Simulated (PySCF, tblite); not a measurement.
Isomers of [C4H10O2P]- (charge -1), one GFN2-xTB conformer each. Single-point energies are computed at PBE0/pcSseg-1 (PySCF, gas phase, no added dispersion term), electronic only.

```
             SMILES  GFN2-xTB relative energy (kcal/mol)
    CCP(=O)([O-])CC                                  0.1
CCC[P@@](C)(=O)[O-]                                  0.0
```

Conformers: `[CH3:1][CH2:2][P:3](=[O:4])([O-:5])[CH2:6][CH3:7]` (charge -1) with C1–C2–P3–O4 -66°, C2–P3–C6–C7 180°; `[CH3:1][CH2:2][CH2:3][P@@:4]([CH3:5])(=[O:6])[O-:7]` (charge -1) with C1–C2–C3–P4 180°, C2–C3–P4–C5 180°.

Task: What does PBE0/pcSseg-1 give for the same structures?

Result: 
| SMILES | PBE0/pcSseg-1 E (Eh) | PBE0/pcSseg-1 (kcal/mol) | GFN2-xTB (kcal/mol) | point group |
| --- | --- | --- | --- | --- |
| CCC[P@@](C)(=O)[O-] | -649.82397 | 0.0 | 0.0 | Cs |
| CCP(=O)([O-])CC | -649.82205 | 1.2 | 0.1 | C2v |

Both levels put the same isomer lowest. Neighbours under 5.0 kcal/mol apart (CCC[P@@](C)(=O)[O-] and CCP(=O)([O-])CC) can change places with a better method, another conformer or zero-point energy.

Task: What happens when harmonic zero-point energies from GFN2-xTB frequencies are added?

Result: 
```json
{"SMILES": "CCC[P@@](C)(=O)[O-]", "ZPE (kcal/mol)": "86.0", "electronic (kcal/mol)": "0.0", "with ZPE (kcal/mol)": "0.0"}
{"SMILES": "CCP(=O)([O-])CC", "ZPE (kcal/mol)": "86.1", "electronic (kcal/mol)": "1.2", "with ZPE (kcal/mol)": "1.3"}
```

The zero-point energies span 0.1 kcal/mol. The order is unchanged.
